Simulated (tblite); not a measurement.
Species: C6H4N2O.
Atom-mapped SMILES: `[CH2:1]=[C:2]([C:3]#[N:4])[O:5]/[CH:6]=[CH:7]\[C:8]#[N:9]` (hydrogens: H10, H11 on C1; H12 on C6; H13 on C7)

Computed with GFN2-xTB (tblite), gas phase: nudged elastic band of 9 images (0 to 8), spring 0.2 eV/Å², climbing image at the end, force threshold 0.05 eV/Å. The top image wasn't refined or checked by frequencies; at this threshold it can lie a kcal/mol or more above the true saddle point of the method.

The band describes a rotation about C2–O5 (vinylic carbon bearing oxygen, ether oxygen), followed by the dihedral C3–C2–O5–C6, from the optimised start (0°) to a second optimised geometry at 180°.

Task: Give the energy profile along the converged band.

Result: 
```tsv
image	dihedral (°)	E (kcal/mol)	C2–O5 (Å)	C3···C6 (Å)	largest true force (eV/Å)
0	0	0.00	1.364	2.76	0.01
1	22	0.45	1.366	2.80	0.03
2	45	1.94	1.371	2.89	0.06
3	69	3.97	1.378	3.04	0.06
4	96	4.91	1.381	3.22	0.03
5	123	3.55	1.374	3.39	0.06
6	146	1.93	1.367	3.51	0.05
7	163	1.86	1.365	3.57	0.04
8	180	1.86	1.363	3.59	0.01
```

Barriers of this band. The top is image 4 at 96°: 4.91 kcal/mol forward and 3.05 kcal/mol back; the end lies 1.86 kcal/mol above the start. The central bond is 0.017 Å longer at the top than at the start.

Task: What rate follows at 298 K for crossing this barrier forward?

Result: Taking the electronic barrier for the free energy of activation (no zero-point or entropy terms, transmission 1), rate = (kT/h)·exp(−ΔE/kT) ≈ 2 × 10^9 s⁻¹, whose inverse is 6 × 10^-10 s. An error of 1 kcal/mol in the barrier changes this by a factor of 5, and the method and the loose band can each miss by that much or more.

Task: How would the two end points share their population at 298 K, from these energies alone?

Result: exp(−ΔE/kT) with ΔE = 0.081 eV gives 0.043 for the higher one (end) against 1 for the lower, without vibrational, rotational or degeneracy terms.

What follows is the cost of the whole band run. Cost: about 9 s of CPU time on one thread; the machine was shared, so the figure is rough.
